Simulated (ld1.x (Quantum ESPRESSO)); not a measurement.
**Building the TM potential for In (Z = 49) (BP86, scalar-relativistic).**

In, norm-conserving Troullier–Martins (Kleinman–Bylander form), made with ld1.x (Quantum ESPRESSO) 7.5 (BP86, scalar-relativistic). Core [Ar] 3d10, reference 4s2 4p6 4d10 5s2 5p0 (charge +1). Waves: 4s (bound): rc 0.90 bohr; 4p (bound): rc 0.95 bohr; 4f channel at 0.4 Ry: rc 0.90 bohr; 4d (bound): rc 0.95 bohr. Local part: the d channel. Core correction: none.

Occupied shells without a wave of their own: 5s. They enter only through the test configuration that unscreens the potential.

Results:

| Item | Value |
| --- | --- |
| Cutoffs needed | 200 Ry and 300 Ry (the cutoffs (Ry, on a coarse ladder) from which the occupation-weighted sum of valence levels, in a spherical-Bessel basis at the reference potential, stays within 10 and 1 mRy of its value at 400 Ry) |
| Ghost test | no extra level below or beside the all-electron valence levels (s, p, f, d tested) (spherical-Bessel basis up to 400 Ry, 20 bohr box) |
| Largest excitation error | -375 meV (all-electron minus pseudo) for 4s2 4p6 4d9 5s0 5p0, out of 7 test configurations |

Generation and tests took about 4.4 s on one core of a shared server CPU.
